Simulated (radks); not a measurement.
The numbers below are computed, except where a source is named.
Spherical jellium clusters: N electrons in a uniform positive sphere of charge N and radius rs N^(1/3), rs = 4.34 bohr. Level of theory: non-relativistic Kohn-Sham, PBE, spin-polarised, spherical densities (a radial shooting solver with Libxc functionals). Levels are named by radial order and angular momentum (1s, 1p, 1d, 2s, ...), and open shells are averaged over m.

N = 7, configuration 1s2 1p(up 3, down 2). This is the lowest configuration that the search found. Occupied levels:

level,occupation,eigenvalue (eV),<r> (bohr)
1s up,1,-4.1061,5.656
1s down,1,-3.9627,5.542
1p up,3,-3.0040,6.785
1p down,2,-2.8161,6.782

Energy (eV): total -12.4475, kinetic 10.392, external -188.94, Hartree 92.972, exchange-correlation -23.234, background 96.363.

Electron density:

r (bohr),n(r) (e/bohr^3)
0.955,0.002241
1.98,0.002694
3.00,0.003240
4.03,0.003591
5.05,0.003495
6.08,0.002886
7.10,0.001963
8.12,0.001079
9.15,0.0004884
10.2,0.0001980
11.2,0.00007566
12.2,0.00002832
13.2,0.00001035
